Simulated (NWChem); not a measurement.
Species: CH$_{9}$NSi$_{2}$; SMILES N([SiH3])C[SiH3]

```xyz
13

Si     0.1252    -2.1974    -0.1102
C     -0.6964    -0.5119     0.1817
N      0.2943     0.5326     0.3584
Si     0.0637     2.1860    -0.1136
H     -0.8974    -3.2894    -0.1472
H      1.0785    -2.4724     1.0113
H      0.8901    -2.1921    -1.3927
H     -1.3028    -0.2914    -0.7153
H     -1.4244    -0.5856     1.0166
H      0.9641     0.3477     1.0976
H     -1.0050     2.9254     0.6419
H     -0.3220     2.2288    -1.5578
H      1.3615     2.8904     0.1067
```
Atoms are numbered in this order, from 1.

Results from NWChem. Pople sets run with spherical d functions. All runs use the structure optimised with PBE0/def2-SVP. Not confirmed as a minimum by frequencies. Level: PBE0/6-31G* with SMD (1 M gas to 1 M solution), gas-phase geometry. Reactions with the solvent are ignored.

**Question.** Estimate the computed values for solvent tetrahydrofuran. Quantities: solvation free energy (kcal/mol); cavity-dispersion-structure term (kcal/mol); dipole in solution (D).

**Answer.** 
| Property | Result |
|---|---|
| solvation free energy (kcal/mol) | -2.2 |
| cavity-dispersion-structure term (kcal/mol) | 0.2 |
| dipole in solution (D) | 1.07 |
